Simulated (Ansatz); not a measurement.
Stepwise reaction of `[F][GeH2][F]` with hydrogen chloride, as a gas-phase model of exchange steps in deposition or etching. ΔE in kJ/mol; ΔG adds harmonic PBE0-D4 terms to CCSD(T)/CBS, at 1 bar.

Gas-phase electronic energies from Ansatz, PBE0-D4/def2-TZVP geometries. CBS: MP2 limit from def2 TZ/QZ plus the TZ coupled-cluster correction, frozen cores. This one scheme is used for every species. Functionals use def2-TZVPP. B3LYP here is the variant with VWN-RPA as its local correlation; programs differ in this. For Ge outer-core shells are correlated without core-valence functions, which leaves a few kJ/mol of doubt a bond. Scalar relativity is left out up to krypton.

```tsv
step	reaction	PBE-D4	B3LYP-D4	ωB97M-V	CCSD(T)/CBS	ΔG(400 K)
1	`[F][GeH2][F]` + HCl → `[F][GeH2][Cl]` + H–F	-10.8	-6.3	-6.8	-11.2	-7.8
2	`[F][GeH2][Cl]` + HCl → `[Cl][GeH2][Cl]` + H–F	-13.0	-9.0	-9.3	-14.6	-6.5
```

Problem. By hand: ΔE of the 2 steps together at CCSD(T)/CBS.

Solution. (-11.2) + (-14.6) = -25.8 kJ/mol, or -12.9 kJ/mol a step.

In ΔE the steps differ by no more than 3.4 kJ/mol. All are downhill at CCSD(T)/CBS. ΔG lies between -7.8 and -6.5 kJ/mol a step. PBE-D4 differs from CCSD(T)/CBS by 0.4 to 1.6 kJ/mol a step. Isolated molecules leave out the surface, adducts and barriers. Largest T1 diagnostic: 0.012.
